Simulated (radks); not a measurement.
Charge is removed step by step from the 4d down level of Xe, starting from [Kr] 4d(up 5, down 5) 5s2 5p6. All-electron calculation, scalar-relativistic Kohn-Sham, PBE, spin-polarised, spherical densities, finite nucleus; Fermi nuclear charge, rms radius 4.7859 fm. Program: a radial shooting solver on a logarithmic mesh with Libxc functionals.

removed (e)	E - E(0) (eV)	eigenvalue (eV)	E minus straight line (eV)
0	0.000	-59.384	0.000
0.25	15.330	-63.328	-1.532
0.5	31.662	-67.397	-2.062
0.75	49.025	-71.582	-1.561
1	67.448	-75.873	0.000

Removing the whole electron costs 67.448 eV by Delta-SCF, against 59.384 eV from minus the eigenvalue at the starting occupation. Slater's transition state (half an electron removed) gives 67.397 eV. Integrating minus the eigenvalue over the occupation (Janak's theorem) gives 67.474 eV. In this scalar-relativistic scheme the density is built from large components alone, so the theorem holds only approximately. The mean slope of the eigenvalue, de/dn, is 16.5 eV per electron.
